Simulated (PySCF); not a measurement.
Deuteron quadrupole couplings in `CCO[C@H](C)OCF`

C₅H₁₁FO₂.
Structure used (GFN2-xTB), in Å, numbered top down from 1:
```
atom  x, y, z in Å
C1     2.911   -0.589   -0.395
C2     1.444   -0.330   -0.689
O3     0.805    0.041    0.523
C4    -0.514    0.426    0.399
C5    -0.995    0.927    1.754
O6    -1.291   -0.701   -0.037
C7    -2.342   -0.437   -0.853
F8    -3.379    0.179   -0.181
H9     3.006   -1.408    0.312
H10    3.432   -0.845   -1.314
H11    3.363    0.297    0.040
H12    1.336    0.486   -1.422
H13    0.967   -1.230   -1.099
H14   -0.618    1.219   -0.374
H15   -0.926    0.113    2.469
H16   -2.026    1.262    1.684
H17   -0.361    1.745    2.080
H18   -2.732   -1.393   -1.220
H19   -2.092    0.247   -1.684
```

Level: PBE0/pcSseg-1 (PySCF, non-relativistic); Q(2H) = 0.00286 b; rigid geometry, the same for H and D, with no vibrational averaging.

**Question.** Rank these positions by the coupling χzz of a deuteron there, largest first.
A. H19 (methylene hydrogen)
B. H16 (methyl hydrogen)
C. H18 (methylene hydrogen)
D. H14 (methine hydrogen)

**Answer.** B (210 kHz), C (189 kHz), A (179 kHz), D (170 kHz).

**Question.** Give the electric field gradient Vzz (the principal value of largest size), its asymmetry and the 2H coupling at each hydrogen.

**Answer.** 
```json
{"atom": "H9", "bonded to": "C1", "bond length (Å)": "1.086", "Vzz (au)": "0.3170", "η": "0.02", "χzz (kHz)": "213"}
{"atom": "H10", "bonded to": "C1", "bond length (Å)": "1.086", "Vzz (au)": "0.3172", "η": "0.03", "χzz (kHz)": "213"}
{"atom": "H11", "bonded to": "C1", "bond length (Å)": "1.086", "Vzz (au)": "0.3160", "η": "0.02", "χzz (kHz)": "212"}
{"atom": "H12", "bonded to": "C2", "bond length (Å)": "1.102", "Vzz (au)": "0.2791", "η": "0.08", "χzz (kHz)": "188"}
{"atom": "H13", "bonded to": "C2", "bond length (Å)": "1.098", "Vzz (au)": "0.2842", "η": "0.05", "χzz (kHz)": "191"}
{"atom": "H14", "bonded to": "C4", "bond length (Å)": "1.112", "Vzz (au)": "0.2537", "η": "0.06", "χzz (kHz)": "170"}
{"atom": "H15", "bonded to": "C5", "bond length (Å)": "1.086", "Vzz (au)": "0.3165", "η": "0.03", "χzz (kHz)": "213"}
{"atom": "H16", "bonded to": "C5", "bond length (Å)": "1.086", "Vzz (au)": "0.3124", "η": "0.03", "χzz (kHz)": "210"}
{"atom": "H17", "bonded to": "C5", "bond length (Å)": "1.086", "Vzz (au)": "0.3175", "η": "0.03", "χzz (kHz)": "213"}
{"atom": "H18", "bonded to": "C7", "bond length (Å)": "1.096", "Vzz (au)": "0.2818", "η": "0.04", "χzz (kHz)": "189"}
{"atom": "H19", "bonded to": "C7", "bond length (Å)": "1.105", "Vzz (au)": "0.2657", "η": "0.04", "χzz (kHz)": "179"}
```

**Question.** How does χzz go with the bond length over the 11 C–H bonds?

**Answer.** A straight-line fit has a slope of -16.5 kHz for each 0.01 Å, with a correlation coefficient of -0.99, over lengths from 1.086 to 1.112 Å. The longer bonds have the smaller couplings here.

The structure is a single GFN2-xTB conformer in the gas phase; no vibrational or solvent corrections. GFN2-xTB bond lengths can be off by several hundredths of an ångström, more for odd bonds, and the gradients follow them. A larger basis could move these couplings by a tenth or more.

The run behind these numbers computed NMR shieldings as well. Time: 51 s wall; peak memory 0.85 GiB. Hardware: one thread, Intel Xeon at 2.70 GHz (x86_64), shared host.
